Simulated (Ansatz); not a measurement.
Cost and result for the atomization energy of AlH₄NOSi (8 atoms, 8 bonds).

```json
{"atom": "N1", "x (Å)": "-0.3122", "y (Å)": "-0.7967", "z (Å)": "0.5537"}
{"atom": "Al2", "x (Å)": "1.3132", "y (Å)": "-0.0629", "z (Å)": "0.6053"}
{"atom": "O3", "x (Å)": "0.7814", "y (Å)": "1.0738", "z (Å)": "-0.5949"}
{"atom": "Si4", "x (Å)": "-0.7338", "y (Å)": "0.3919", "z (Å)": "-0.6449"}
{"atom": "H5", "x (Å)": "-0.8553", "y (Å)": "-1.5354", "z (Å)": "0.9606"}
{"atom": "H6", "x (Å)": "2.6800", "y (Å)": "-0.2572", "z (Å)": "1.3461"}
{"atom": "H7", "x (Å)": "-1.8031", "y (Å)": "1.3435", "z (Å)": "-0.2399"}
{"atom": "H8", "x (Å)": "-1.0702", "y (Å)": "-0.1571", "z (Å)": "-1.9859"}
```

Charge 0, multiplicity 1. Geometry: relaxed with PBE0-D4/def2-TZVP. Program: Ansatz. All runs use 2 threads of an Intel Xeon 6975P-C on a shared host. Times are those of one run each, without the atoms' runs, and a repeat can differ threefold. Electronic energies, without spin–orbit coupling; frozen cores. CCSD(T)/CBS adds CCSD(T) − MP2 in def2-TZVPP to the MP2 limit, and its time is that of the two runs behind it. T1 = 0.013. B3LYP takes the VWN-RPA correlation (the form of Gaussian; ORCA's B3LYP/G).

CCSD(T)/CBS is a level of theory with its own doubt, some kJ/mol a heavy atom from the limit and from the frozen cores, so smaller differences don't rank the functionals.

```json
{"level": "LDA (SPW92)/def2-TZVPP", "functions": "202", "wall time": "0.8 s", "atomization (kcal/mol)": "767.2", "difference from CCSD(T)/CBS": "84.4", "per bond": "10.6"}
{"level": "CCSD(T)/def2-SVP", "functions": "84", "wall time": "1.4 s", "atomization (kcal/mol)": "620.0", "difference from CCSD(T)/CBS": "-62.8", "per bond": "-7.8"}
{"level": "BLYP-D4/def2-TZVPP", "functions": "202", "wall time": "1.5 s", "atomization (kcal/mol)": "675.3", "difference from CCSD(T)/CBS": "-7.5", "per bond": "-0.9"}
{"level": "PBE0-D4/def2-TZVPP", "functions": "202", "wall time": "1.8 s", "atomization (kcal/mol)": "668.8", "difference from CCSD(T)/CBS": "-14.0", "per bond": "-1.8"}
{"level": "r2SCANh-D4/def2-TZVPP", "functions": "202", "wall time": "2.9 s", "atomization (kcal/mol)": "673.8", "difference from CCSD(T)/CBS": "-9.0", "per bond": "-1.1"}
{"level": "B3LYP-D4/def2-TZVPP (with forces)", "functions": "202", "wall time": "3 s", "atomization (kcal/mol)": "676.2", "difference from CCSD(T)/CBS": "-6.6", "per bond": "-0.8"}
{"level": "r2SCAN-D4/def2-TZVPP (with forces)", "functions": "202", "wall time": "3.3 s", "atomization (kcal/mol)": "679.3", "difference from CCSD(T)/CBS": "-3.5", "per bond": "-0.4"}
{"level": "B2PLYP/def2-TZVPP", "functions": "202", "wall time": "3.4 s", "atomization (kcal/mol)": "671.5", "difference from CCSD(T)/CBS": "-11.3", "per bond": "-1.4"}
{"level": "ωB97X-V/def2-TZVPP", "functions": "202", "wall time": "4.5 s", "atomization (kcal/mol)": "684.4", "difference from CCSD(T)/CBS": "1.6", "per bond": "0.2"}
{"level": "ωB97M-V/def2-TZVPP (with forces)", "functions": "202", "wall time": "6.5 s", "atomization (kcal/mol)": "682.6", "difference from CCSD(T)/CBS": "-0.2", "per bond": "0.0"}
{"level": "MP2/def2-QZVPP", "functions": "374", "wall time": "12 s", "atomization (kcal/mol)": "689.0", "difference from CCSD(T)/CBS": "6.2", "per bond": "0.8"}
{"level": "CCSD(T)/def2-TZVPP", "functions": "202", "wall time": "19 s", "atomization (kcal/mol)": "659.1", "difference from CCSD(T)/CBS": "-23.7", "per bond": "-3.0"}
{"level": "CCSD(T)/CBS(def2)", "functions": "–", "wall time": "30 s", "atomization (kcal/mol)": "682.8", "difference from CCSD(T)/CBS": "0.0", "per bond": "0.0"}
```

Leaving LDA and LC-ωPBE aside and taking each functional with its dispersion term where it has one, the values, not all of them listed here, spread over 26.6 kcal/mol, from BHLYP-D4 to ωB97X-V. LDA lies +90.5 kcal/mol from PBE without D4, its usual overbinding. In def2-TZVPP, CCSD(T) changes the Hartree–Fock value by +178.5 kcal/mol (the triples alone add +10.6 kcal/mol) and MP2 by +193.9 kcal/mol; breaking electron pairs costs correlation energy, which Hartree–Fock lacks. At CCSD(T), def2-SVP lies −62.8 kcal/mol from the extrapolated value and def2-TZVPP −23.7 kcal/mol: correlation converges slowly with the basis, and small sets miss more of it in the bonded molecule than in its fragments.
